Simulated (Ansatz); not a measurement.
Program: Ansatz. Geometries: PBE0-D4/def2-TZVP. ΔE: electronic, gas phase. CBS: MP2 limit from def2 TZ/QZ plus the TZ coupled-cluster correction, frozen cores. Functionals use def2-TZVPP. def2 core potentials past Kr. For Ge, In, Sb outer-core shells are correlated without core-valence functions, which leaves a few kJ/mol of doubt a bond. Scalar relativity is left out up to krypton.

Consider the formal exchange of groups at a Ge–Sb bond: `[GeH3][SbH2]` + `[F][InH][Cl]` → `[F][In]([Cl])[GeH3]` + stibine.

```json
{"level": "LDA (SPW92)", "ΔE (kJ/mol)": "-17.4", "difference from CCSD(T)/CBS": "-0.9"}
{"level": "PBE0-D4", "ΔE (kJ/mol)": "-15.3", "difference from CCSD(T)/CBS": "1.2"}
{"level": "ωB97X-V", "ΔE (kJ/mol)": "-15.4", "difference from CCSD(T)/CBS": "1.1"}
{"level": "PBE0", "ΔE (kJ/mol)": "-16.3", "difference from CCSD(T)/CBS": "0.2"}
{"level": "r2SCAN0", "ΔE (kJ/mol)": "-15.1", "difference from CCSD(T)/CBS": "1.4"}
{"level": "CAM-B3LYP", "ΔE (kJ/mol)": "-19.1", "difference from CCSD(T)/CBS": "-2.6"}
{"level": "MP2/def2-SVP", "ΔE (kJ/mol)": "-18.5", "difference from CCSD(T)/CBS": "-2.0"}
{"level": "CCSD/def2-SVP", "ΔE (kJ/mol)": "-22.8", "difference from CCSD(T)/CBS": "-6.3"}
{"level": "MP2/def2-TZVPP", "ΔE (kJ/mol)": "-16.5", "difference from CCSD(T)/CBS": "0.0"}
{"level": "CCSD(T)/def2-TZVPP", "ΔE (kJ/mol)": "-17.8", "difference from CCSD(T)/CBS": "-1.3"}
{"level": "CCSD(T)/CBS", "ΔE (kJ/mol)": "-16.5", "difference from CCSD(T)/CBS": "0"}
```

Largest T1 diagnostic among the species: 0.015.

Leaving LDA and LC-ωPBE aside and taking each functional with its dispersion term where it has one, the values, not all of them listed here, spread over 5.5 kJ/mol, from BLYP-D4 to PBE-QIDH. From BLYP to BHLYP (50 % exact exchange), in def2-TZVPP and without D4, ΔE moves by +4.5 kJ/mol.
